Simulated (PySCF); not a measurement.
Compound: C4H12Si.
Numbering: `[CH3:1][Si:2]([CH3:3])([CH3:4])[CH3:5]` (hydrogens: H6, H7, H8 on C1; H9, H10, H11 on C3; H12, H13, H14 on C4; H15, H16, H17 on C5)

Method used: PBE0-D3(BJ)/def2-SVP geometry optimisation, gas phase in PySCF.

Problem. List the bond lengths and angles at this level.

Solution. 
| bond | length (pm) |
| --- | --- |
| C1–Si2 and 3 like bonds | 188.4 |
| C1–H6 and 11 like bonds | 110.2 |

Bonds in one row agree within 1 pm and their mean is given. A selection of angles:
| angle | degrees |
| --- | --- |
| Si2–C1–H6 | 111.4 |
| H6–C1–H7 | 107.9 |
| C1–Si2–C3 | 109.4 |

Si2 (four-coordinate silicon) is tetrahedral (angles from 109.4° to 109.6°). All 4 C–Si bonds measure 1.884 to 1.885 Å.

Point group: Td (tolerance 0.08 Å). No frequency check.

Time: 2.9 min wall; peak memory 0.63 GiB. Hardware: AMD EPYC 7571, one thread, no GPU, shared host with 64 logical CPUs at a one-minute load of 82. These figures are those of the optimisation.
